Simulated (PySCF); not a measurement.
Structure with atom numbers: `[Cl:1][CH2:2][C@@H:3]1[CH2:4][C@@H:5]2[CH2:6][C@@H:7]2[CH2:8]1`. Hydrogens are named by the atom that carries them. Ha(C4), Ha(C8) are cis to C2 on the ring; Ha(C6) is cis to C4 on the ring; Hb(C4), Hb(C8) are trans to C2 on the ring; Hb(C6) is trans to C4 on the ring.

Isolated molecule, a single conformation, relativity neglected, one averaged value for each set of equivalent atoms. GFN2-xTB structure; shielding tensors at PBE0/pcSseg-1 (GIAO); PySCF.

δ = σ(ref) − σ, references computed at the same level: TMS for ¹³C (σref 186.93) and ¹H (σref 31.72); ³⁵Cl (σref 949.78) vs HCl.

```tsv
atoms	nucleus	count	δ (ppm)
Ha(C4)/Ha(C8)	¹H	2	0.88
Hb(C6)	¹H	1	?
C6	¹³C	1	25.3
C5/C7	¹³C	2	?
C3	¹³C	1	?
C4/C8	¹³C	2	40.3
Ha(C6)	¹H	1	-0.30
H(C3)	¹H	1	?
H(C5)/H(C7)	¹H	2	1.39
Hb(C4)/Hb(C8)	¹H	2	2.38
H(C2)	¹H	2	3.27
Cl1	³⁵Cl	1	92
C2	¹³C	1	55.2
```

Question: Fill in the missing shifts.

Answer: 
- C3: 56.1 ppm, sp3 CH in a ring
- C5/C7: 22.9 ppm, three-membered-ring carbon; carbons of three-membered rings are unusually shielded
- H(C3): 2.75 ppm, hydrogen on an sp3 CH in a ring
- Hb(C6): 0.99 ppm, hydrogen on a three-membered-ring carbon; cyclopropane-type protons are shielded by the ring

Carbons that carry Cl, above all several Cl atoms, come out too deshielded, partly because spin–orbit coupling is missing. Shifts are as computed. Against solution values, carbons near 30 ppm lie about +3 ppm off and those near 130 ppm about +5 ppm; carbons on Cl a further +6 ppm. Of 1211 compounds with measured shifts, 218 miss one by over three times the rms of a fit or turn the order of signals round; such compounds aren't used in these exercises.
